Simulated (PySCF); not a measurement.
C5H7F, SMILES [C@@H]1(C=CCC1)F.

Geometry optimised at PBE0-D3(BJ)/def2-SVP. The structure was generated by enumeration; whether it is a known compound was not checked. One conformer was computed; it need not be the lowest.

Method: PBE0-D3(BJ)/def2-SVP (PySCF 2.14.0).

No scaling factor is applied to the harmonic values.

Q: List the normal modes with their intensities. (Estimate from the structure and the level; the computed values follow.)

A: 
```csv
mode,ν (cm⁻¹),IR (km/mol),moving atoms (share of kinetic energy)
1,112,0.4,"C 43 %, H 38 %, F 19 %"
2,306,1.1,"C 49 %, H 33 %, F 17 %"
3,389,3.2,"C 41 %, F 37 %, H 22 %"
4,526,9.0,"C 37 %, H 35 %, F 28 %"
5,590,3.9,"C 49 %, H 38 %, F 14 %"
6,755,18.4,"C 52 %, H 46 %"
7,779,16.9,"C 62 %, H 38 %"
8,853,0.6,"H 63 %, C 37 %"
9,905,8.1,"C 57 %, H 40 %"
10,947,4.1,"C 61 %, H 38 %"
11,984,1.0,"H 74 %, C 26 %"
12,1010,3.5,"H 52 %, C 45 %"
13,1035,10.1,"H 51 %, C 48 %"
14,1088,36.8,"H 62 %, C 33 %"
15,1091,11.5,"H 62 %, C 35 %"
16,1143,45.5,"H 54 %, C 35 %, F 11 %"
17,1184,24.8,"H 59 %, C 35 %"
18,1231,1.9,"H 75 %, C 25 %"
19,1284,1.7,"H 67 %, C 32 %"
20,1299,2.3,"H 71 %, C 28 %"
21,1345,2.1,"H 50 %, C 50 %"
22,1358,3.6,"H 66 %, C 33 %"
23,1402,48.9,"H 52 %, C 47 %"
24,1448,2.2,"H 92 %, C 8 %"
25,1468,8.8,"H 90 %, C 10 %"
26,1718,4.7,C 93 %
27,3038,40.1,H 92 %
28,3050,25.3,H 94 %
29,3091,9.8,H 94 %
30,3106,16.6,"H 91 %, C 9 %"
31,3159,14.9,"H 90 %, C 10 %"
32,3214,4.0,"H 92 %, C 8 %"
33,3241,5.3,"H 90 %, C 10 %"
```
